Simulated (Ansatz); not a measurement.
Total energies of C3H3BrO (`BrC1=COC1`).

```
atom   x (Å)   y (Å)   z (Å)
 Br1   0.214   0.852   2.405
  C2   0.097   0.114   0.718
  C3   0.285  -1.077   0.151
  O4  -0.027  -0.714  -1.144
  C5  -0.264   0.637  -0.641
  H6   0.572  -2.086   0.409
  H7  -1.303   0.929  -0.798
  H8   0.427   1.345  -1.099
```

Total charge 0; spin multiplicity 1. Correlated methods include outer-core shells of Br, which these sets cover unevenly. Scalar relativity is left out up to krypton. Geometry: relaxed with PBE0-D4/def2-TZVP. Basis def2-TZVPP, the Gaussian-basis code of Ansatz.

RPA on PBE orbitals: Hartree–Fock energy of these orbitals -2762.55477 Eh, correlation -1.51973 Eh (frozen core).

```json
{"functional": "ωB97X-V", "energy without D4 (Eh)": "-2765.20352", "D4 term (kJ/mol)": "–"}
{"functional": "ωB97M-V", "energy without D4 (Eh)": "-2765.28707", "D4 term (kJ/mol)": "–"}
```

Question: Give the same for LDA (SPW92), PBE, revPBE, BLYP, r2SCAN, B97M-V, PBE0, B3LYP, r2SCANh, r2SCAN0, HSE06 (plane-wave form), BHLYP, CAM-B3LYP, LC-ωPBE, B2PLYP, PBE-QIDH. (Best estimate.)

Answer: Computed: 
```
             functional  energy without D4 (Eh)  D4 term (kJ/mol)
            LDA (SPW92)             -2760.34483                 –
                    PBE             -2764.88912             -17.1
                 revPBE             -2765.22665             -55.5
                   BLYP             -2765.46511             -38.4
                 r2SCAN             -2765.37692              -4.1
                 B97M-V             -2765.01671                 –
                   PBE0             -2764.98248             -14.3
                  B3LYP             -2765.52515             -27.7
                r2SCANh             -2765.36480              -4.3
                r2SCAN0             -2765.34805              -4.8
HSE06 (plane-wave form)             -2764.97734             -13.3
                  BHLYP             -2765.37264             -20.6
              CAM-B3LYP             -2765.53202             -14.5
                LC-ωPBE             -2765.01559                 –
                 B2PLYP             -2764.96237                 –
               PBE-QIDH             -2764.64037                 –
```

B3LYP takes the VWN-RPA correlation (the form of Gaussian; ORCA's B3LYP/G). HSE06 is the plane-wave form, built on full-range PBE exchange. The double hybrids freeze the cores in their second-order part.

LC-ωPBE has ω = 0.4 bohr⁻¹.
